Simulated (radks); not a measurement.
Dy, 66 electrons, occupied as [Kr] 4d10 4f10 5s1 5p6 6s2 7s1 (not the ground configuration). Method: Dirac Kohn-Sham, BLYP, spin-unpolarised, spherical densities, point nucleus; open shells fill j = l - 1/2 first; computed with a radial shooting solver on a logarithmic mesh with Libxc functionals. Some entries of the table are withheld. Estimate them.

orbital,occ.,eigenvalue (eV),<1/r> (bohr^-1),r(max) (bohr)
1s1/2,2,-53618.48,74.60,0.01337
2s1/2,2,-8931.336,17.87,0.07620
2p1/2,2,-8494.517,17.84,0.05739
2p3/2,4,-7693.924,15.62,0.06342
3s1/2,2,-1994.274,6.526,0.2156
3p1/2,2,-1803.822,6.441,0.2030
3p3/2,4,-1637.574,5.876,0.2157
3d3/2,4,-1310.366,5.758,(1)
3d5/2,6,-1274.058,5.619,(2)
4s1/2,2,-401.4087,2.727,0.4944
4p1/2,2,-326.3365,2.618,0.4977
4p3/2,4,-289.2062,2.424,0.5247
4d3/2,4,(3),(4),(5)
4d5/2,6,(6),(7),(8)
5s1/2,1,-57.4170,1.037,1.153
5p1/2,2,-36.8234,(9),1.255
5p3/2,4,-31.8545,(10),1.335
4f5/2,6,-12.3832,1.588,0.5366
4f7/2,4,-11.4880,1.564,0.5419
6s1/2,2,-7.2391,0.3620,3.060
6p1/2,0,-3.6848,0.2840,3.761
6p3/2,0,-3.2370,0.2645,4.019
7s1/2,1,-1.1937,0.1316,8.563

Answer. 
(1) 3d3/2 r(max) (bohr): 0.1708
(2) 3d5/2 r(max) (bohr): 0.1743
(3) 4d3/2 eigenvalue (eV): -165.6531
(4) 4d3/2 <1/r> (bohr^-1): 2.203
(5) 4d3/2 r(max) (bohr): 0.5299
(6) 4d5/2 eigenvalue (eV): -158.9370
(7) 4d5/2 <1/r> (bohr^-1): 2.155
(8) 4d5/2 r(max) (bohr): 0.5387
(9) 5p1/2 <1/r> (bohr^-1): 0.9152
(10) 5p3/2 <1/r> (bohr^-1): 0.8478
